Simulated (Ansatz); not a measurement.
`C/C(F)=C(/C)Cl` + SiH₄ → `C/C(Cl)=C(\F)[SiH3]` + CH₄  (formal exchange of groups at a C–C bond)

Isolated molecules relaxed with PBE0-D4/def2-TZVP in Ansatz; ΔE leaves out vibrations. CCSD(T)/CBS adds triple-zeta CCSD(T) − MP2 to the extrapolated MP2 energy (def2 sets, frozen cores). This one scheme is used for every species. Double bonds are as drawn, so ΔE can hold a change between cis and trans. Functionals use def2-TZVPP.

`C/C(F)=C(/C)Cl`:

Z-matrix (Å, degrees):
```
C
C 1 1.476
H 1 1.094 2 109.9
H 1 1.087 2 111.1 3 -120.9
H 1 1.094 2 110.0 3 118.2
F 2 1.351 1 112.2 3 -58.7
C 2 1.330 1 130.5 3 121.3
C 7 1.485 2 125.6 1 180.0
Cl 7 1.732 2 119.3 1 0.0
H 8 1.093 7 110.5 2 120.5
H 8 1.089 7 110.5 2 -0.0
H 8 1.093 7 110.5 2 -120.6
```

SiH₄:

```xyz
5

Si    0.000    0.000    0.000
H    -1.258   -0.403    0.676
H     0.585   -1.173   -0.697
H     0.964    0.507    1.009
H    -0.290    1.069   -0.988
```

`C/C(Cl)=C(\F)[SiH3]`:

```xyz
12

C     1.557   -1.126   -0.893
C     0.266   -0.603   -0.386
Cl   -1.129   -1.575   -0.712
C     0.066    0.528    0.289
F     1.150    1.297    0.550
Si   -1.579    1.181    0.928
H     1.767   -2.108   -0.461
H     2.365   -0.443   -0.636
H     1.521   -1.244   -1.979
H    -1.286    2.463    1.614
H    -2.516    1.410   -0.199
H    -2.181    0.219    1.884
```

CH₄:

```xyz
5

C     0.000    0.000    0.000
H     1.058   -0.256    0.040
H    -0.276    0.545    0.902
H    -0.592   -0.912   -0.069
H    -0.190    0.623   -0.873
```

Q: Is it downhill or uphill in electronic energy at CCSD(T)/CBS, and by how much? (An estimate is asked.)

A: Computed: Downhill: ΔE = -20.1 kJ/mol.

Q: What do these levels give: r2SCAN-D4, PBE0-D4, ωB97M-V, PBE, r2SCAN, PBE0, HF/def2-TZVPP, MP2/def2-TZVPP, CCSD/def2-TZVPP, CCSD(T)/def2-TZVPP, MP2/def2-QZVPP, MP2/CBS(def2)? (Best estimate.)

A: Ansatz gave: r2SCAN-D4 -20.9, PBE0-D4 -17.6, ωB97M-V -19.4, PBE -18.9, r2SCAN -20.4, PBE0 -15.5, HF/def2-TZVPP -8.9, MP2/def2-TZVPP -19.3, CCSD/def2-TZVPP -15.3, CCSD(T)/def2-TZVPP -17.3, MP2/def2-QZVPP -20.9, MP2/CBS(def2) -22.1 kJ/mol.

Largest T1 diagnostic among the species: 0.012.

From PBE to PBE0 (25 % exact exchange), in def2-TZVPP and without D4, ΔE moves by +3.5 kJ/mol. In def2-TZVPP, CCSD(T) changes the Hartree–Fock value by −8.5 kJ/mol (the triples alone add −2.1 kJ/mol) and MP2 by −10.4 kJ/mol.
